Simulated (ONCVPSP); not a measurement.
Configuration tests for Tc (Z = 43) (ONCV)

```json
{
  "Element": "Tc",
  "Generator": "ONCVPSP 4.0.1",
  "Type": "optimised norm-conserving Vanderbilt (ONCV)",
  "Functional": "PBE",
  "Relativity": "scalar-relativistic",
  "Frozen core": "[Kr]",
  "Valence charge": "7",
  "Reference configuration": "4d6 5s1",
  "Partial waves": "5s: rc 2.70 bohr, ncon 4, nbas 8, qcut 1.9 1/bohr, 2 projectors, debl 3.7 Ha; p scattering state at 0.18 Ha: rc 2.25 bohr, ncon 4, nbas 7, qcut 3.1 1/bohr, 2 projectors, debl 3.4 Ha; 4d: rc 1.95 bohr, ncon 4, nbas 9, qcut 9.5 1/bohr, 2 projectors, debl 3.2 Ha",
  "Local potential": "polynomial inside 1.35 bohr (lpopt 5, dvloc0 3 Ha)",
  "Core correction": "none"
}
```

Energies are relative to the spin-unpolarised reference configuration 4d6 5s1; without spin polarisation the order of configurations can differ from experiment.

(1) Give the all-electron excitation energy and the error of the potential for: 4d5 5s2; 4d5 5s1; 4d5 5s0; 4d5 5s0 5p2.

Note: no bound ghost flagged; GHOST(+) flagged for s at 13.0 eV, p at 86.1 eV.

## Answers

(1)

| valence configuration | charge | ΔE all-electron (eV) | error AE − PS (meV) |
| --- | --- | --- | --- |
| 4d5 5s2 | 0 | 0.939 | -34 |
| 4d5 5s1 | +1 | 9.093 | -16 |
| 4d5 5s0 | +2 | 23.944 | +54 |
| 4d5 5s0 5p2 | 0 | 8.651 | -32 |
